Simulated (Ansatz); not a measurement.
`F/C=C(F)/C(F)=C/F` + H₂ → `C=C(F)/C(F)=C/F` + H–F at 700 K and 1 bar (hydrogenolysis of a C–F bond).

Program: Ansatz. Geometries: PBE0-D4/def2-TZVP. ΔE: electronic, gas phase. CCSD(T)/CBS is the MP2 limit (def2-TZVPP, def2-QZVPP) plus CCSD(T) − MP2 in def2-TZVPP, frozen cores. This one scheme is used for every species. Double bonds are as drawn, so ΔE can hold a change between cis and trans. Each species was taken in one conformer, which may not be the lowest.

| species | CCSD(T)/CBS energy (Eh) | H − E (kJ/mol) | S (J/(mol·K)) |
| --- | --- | --- | --- |
| `F/C=C(F)/C(F)=C/F` | -552.48833 | 227.5 | 478.6 |
| H₂ | -1.17544 | 46.8 | 155.3 |
| `C=C(F)/C(F)=C/F` | -453.31725 | 240.9 | 455.1 |
| H–F | -100.39570 | 45.2 | 198.5 |

H − E and S are ideal-gas, rigid-rotor, harmonic terms from PBE0-D4/def2-TZVP, for one conformer and one mirror image of each species. For small species the MP2-based limit differs from directly extrapolated CCSD(T) by up to some mEh (0.8 for H₂); such offsets cancel only in part. 1 Eh = 2625.50 kJ/mol, R = 8.31446 J/(mol·K).

Problem. By hand: ΔE, ΔH, ΔS and ΔG.

Solution. ΔE = (-453.31725) + (-100.39570) − (-552.48833) − (-1.17544) = -0.04918 Eh = -129.1 kJ/mol. Δ(H − E) = 240.9 + 45.2 − 227.5 − 46.8 = 11.8, so ΔH = -117.3 kJ/mol. ΔS = 455.1 + 198.5 − 478.6 − 155.3 = 19.7 J/(mol·K). ΔG = -117.3 − 700 × (19.7)/1000 = -131.1 kJ/mol.

Problem. By hand: the equilibrium constant, and the temperature at which ΔG would vanish if ΔH and ΔS stayed fixed.

Solution. log₁₀ K = −ΔG/(RT ln 10) = 9.8. ΔH and −TΔS have one sign here, so there is no such temperature.

ΔH outweighs TΔS. A doubt of 5 kJ/mol in ΔE shifts log₁₀ K by 0.4 here. Other conformers and mirror images would add mixing entropy, several J/(mol·K) or more a flexible species. These are equilibria of isolated gas molecules and say nothing of rates. Largest T1 diagnostic: 0.013 (customary marks: 0.02 for closed shells, 0.045 for open ones).
